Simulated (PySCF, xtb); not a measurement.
CH7NOSi2, SMILES C1N[SiH2]O[SiH2]1. Other conformers were not sampled.

Harmonic wavenumbers (cm⁻¹) from GFN2-xTB (xtb 6.7.1) at its own minimum, in rising order: 59, 123, 338, 363, 475, 485, 501, 568, 595, 636, 667, 708, 762, 784, 801, 816, 857, 956, 1126, 1157, 1178, 1349, 1494, 2252, 2285, 2290, 2298, 2875, 2914, 3486.

**Question.** What does PySCF with PBE-D3(BJ)/def2-SVP give at its own minimum? (The exact figures need the calculation; the answer reports its results.)

**Answer.** 97, 120, 282, 394, 458, 530, 602, 638, 673, 677, 688, 748, 799, 823, 923, 937, 950, 988, 1079, 1125, 1165, 1304, 1424, 2130, 2159, 2166, 2174, 2899, 2970, 3525. Paired by order, the mean absolute difference is 60 cm⁻¹ and the zero-point energies are 50.3 and 50.7 kcal/mol.
